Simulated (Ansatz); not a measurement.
Compare A (`OC(F)(S)[SiH2]Cl`) with its isomer B (`CO[Si](F)(S)Cl`).

Computed with Ansatz on PBE0-D4/def2-TZVP structures; ΔE is electronic, products minus reactants. CCSD(T)/CBS is the MP2 limit (def2-TZVPP, def2-QZVPP) plus CCSD(T) − MP2 in def2-TZVPP, frozen cores. Functionals use def2-TZVPP. B3LYP here is the variant with VWN-RPA as its local correlation; programs differ in this. One conformer a species, not always the lowest.

A:

Z-matrix (Å, degrees):
```
C
F 1 1.390
S 1 1.805 2 110.2
O 1 1.377 2 108.7 3 118.9
Si 1 1.917 2 108.3 3 -118.6
H 3 1.344 1 94.5 2 95.5
H 4 0.967 1 108.2 2 65.2
Cl 5 2.057 1 104.9 2 -64.5
H 5 1.477 1 109.7 2 179.3
H 5 1.479 1 111.3 2 54.1
```

B:

```xyz
10

C     0.226    1.406   -0.911
O    -0.667    0.321   -0.742
Si   -0.429   -0.977    0.180
F    -1.626   -1.958   -0.131
S    -0.391   -0.400    2.208
Cl    1.283   -1.967   -0.317
H     0.493    1.852    0.052
H    -0.276    2.155   -1.523
H     1.138    1.081   -1.419
H     0.248   -1.514    2.603
```

Which is lower in electronic energy at CCSD(T)/CBS, and by how much? (Best estimate.)

The calculation gave: B, by 104.1 kcal/mol.

Give E(B) − E(A) in kcal/mol with r2SCAN-D4, HF/def2-TZVPP, B3LYP-D4, MP2/def2-TZVPP, CCSD(T)/def2-TZVPP, B3LYP, B2PLYP. (Best estimate.)

Computed: r2SCAN-D4 -101.8, HF/def2-TZVPP -110.0, B3LYP-D4 -101.8, MP2/def2-TZVPP -106.4, CCSD(T)/def2-TZVPP -103.1, B3LYP -101.5, B2PLYP -103.8. None reverses the order clearly.

Largest T1 diagnostic: 0.012.

In def2-TZVPP, CCSD(T) changes the Hartree–Fock value by +7.0 kcal/mol (the triples alone add +1.6 kcal/mol) and MP2 by +3.6 kcal/mol. From PBE to PBE0 (25 % exact exchange), in def2-TZVPP and without D4, E(B) − E(A) moves by −4.6 kcal/mol.
